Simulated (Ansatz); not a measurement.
SiHCl2O (SMILES [O][SiH](Cl)Cl): the energy to break a bond

SiHCl2O has 5 atoms, charge 0, and is taken as a doublet. As SMILES, `[O][SiH](Cl)Cl`. The shape was relaxed beforehand at B3LYP/def2-SVP.

```jsonl
{"atom": "O", "x (Å)": "0.0899", "y (Å)": "-0.7273", "z (Å)": "1.5366"}
{"atom": "Si", "x (Å)": "0.0893", "y (Å)": "-0.0398", "z (Å)": "0.0123"}
{"atom": "Cl", "x (Å)": "-0.5248", "y (Å)": "1.9218", "z (Å)": "0.0662"}
{"atom": "Cl", "x (Å)": "-1.1226", "y (Å)": "-1.0762", "z (Å)": "-1.2858"}
{"atom": "H", "x (Å)": "1.5180", "y (Å)": "-0.1520", "z (Å)": "-0.3706"}
```

Wanted: the dissociation energy of the Cl4–Si2 bond into doublet Cl and singlet SiHClO (shapes relaxed at B3LYP/def2-SVP, no zero-point term). 1 Eh = 2625.50 kJ/mol = 27.2114 eV. Totals in Eh; open shells run unrestricted unless said.

| level | program | SiHCl2O | doublet Cl | singlet SiHClO |
| --- | --- | --- | --- | --- |
| USVWN5/def2-TZVP | Ansatz | -1281.192764 | -458.649873 | -822.459620 |
| U-r2SCAN/def2-TZVP | Ansatz | -1285.732806 | -460.116882 | -825.533593 |
| UMP2/def2-TZVP, 16 core orbitals frozen | Ansatz | -1284.209129 | -459.632119 | -824.513116 |

Problem. Work out the dissociation energy at each level.

Solution. 
1. USVWN5/def2-TZVP: (-458.649873) + (-822.459620) − (-1281.192764) = 0.083271 Eh = 218.6 kJ/mol = 2.27 eV.
2. U-r2SCAN/def2-TZVP: (-460.116882) + (-825.533593) − (-1285.732806) = 0.082331 Eh = 216.2 kJ/mol = 2.24 eV.
3. UMP2/def2-TZVP: (-459.632119) + (-824.513116) − (-1284.209129) = 0.063894 Eh = 167.8 kJ/mol = 1.74 eV.

The levels span 168 to 219 kJ/mol; no measured value is set beside them. A fragment with an even electron count was run as a singlet and may have a lower triplet. A bond enthalpy at 298 K also holds the loss of zero-point energy and thermal terms.
